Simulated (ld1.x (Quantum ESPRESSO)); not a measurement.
# ruthenium (Ru): excitation energies, all-electron against TM

| Item | Value |
| --- | --- |
| Element | ruthenium (Ru) |
| Generator | ld1.x (Quantum ESPRESSO) 7.5 |
| Type | norm-conserving Troullier–Martins (Kleinman–Bylander form) |
| Functional | LDA (PZ) |
| Relativity | scalar-relativistic |
| Frozen core | [Ar] 3d10 |
| Valence charge | 16 |
| Reference configuration | 4s2 4p6 4d6 5s0 5p0 (charge +2) |
| Partial waves | 4s (bound): rc 1.25 bohr; 4p (bound): rc 1.35 bohr; 4d (bound): rc 1.65 bohr; 4f channel at 0.1 Ry: rc 1.50 bohr |
| Local potential | all-electron potential smoothed inside 1.40 bohr (lloc = -1) |
| Core correction | a·sin(br)/r model core inside 0.95 bohr |

Energies are relative to the spin-unpolarised reference configuration 4s2 4p6 4d6 5s0 5p0; without spin polarisation the order of configurations can differ from experiment. Spin-polarised rows fill each open shell by Hund’s rule, majority spin first.

| valence configuration | charge | ΔE all-electron (eV) | error AE − PS (meV) |
| --- | --- | --- | --- |
| 4s2 4p6 4d7 5s1 5p0 | 0 | -26.051 | +61 |
| 4s2 4p6 4d7 5s0 5p0 | +1 | -18.437 | +1.5 |
| 4s2 4p6 4d5 5s0 5p0 | +3 | 30.849 | +1.0 |
| 4s1 4p6 4d7 5s1 5p0 | +1 | 56.726 | +63 |
| 4s2 4p6 4d8 5s0 5p0 | 0 | -26.318 | +1.9 |
| 4s2 4p6 4d6 5s1 5p0 | +1 | -15.729 | +96 |
| 4s2 4p6 4d6 5s0 5p0 (spin-polarised) | +2 | -2.497 | +114 |
| 4s2 4p6 4d7 5s1 5p0 (spin-polarised) | 0 | -27.700 | +116 |

Question: What are ΔE and the potential's error for 4s2 4p6 4d4 5s0 5p0?

Answer: ΔE = 75.561 eV all-electron; the error (AE − PS) is +14 meV.
